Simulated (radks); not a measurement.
All-electron atom: the germanium ion Ge4+ in [Ar] 3d10 (the NIST ground configuration). Calculated with a radial shooting solver on a logarithmic mesh with Libxc functionals: scalar-relativistic Kohn-Sham, r2SCAN, spin-polarised, spherical densities, finite nucleus; meta-GGA in the generalised Kohn-Sham scheme; Fermi nuclear charge, rms radius 4.0742 fm.

Unscreened Slater integrals over Kohn-Sham orbitals (eV). They are taken over the spin-up orbitals. Empty in this configuration: 4s.

integral,value
"F0(3d,3d)",35.100
"F2(3d,3d)",16.498
"F4(3d,3d)",10.315
"F0(3d,3p)",36.400
"F2(3d,3p)",17.359
"G1(3d,3p)",21.281
"G3(3d,3p)",13.038
"F0(3d,3s)",36.967
"G2(3d,3s)",16.214
"F0(3d,4s)",17.426
"G2(3d,4s)",1.8573
"F0(3p,3p)",38.095
"F2(3p,3p)",19.078
"F0(3p,3s)",38.685
"G1(3p,3s)",25.612
"F0(3p,4s)",17.632
"G1(3p,4s)",1.2844
"F0(3s,3s)",39.334
"F0(3s,4s)",17.693
"G0(3s,4s)",0.93885
"F0(4s,4s)",13.866
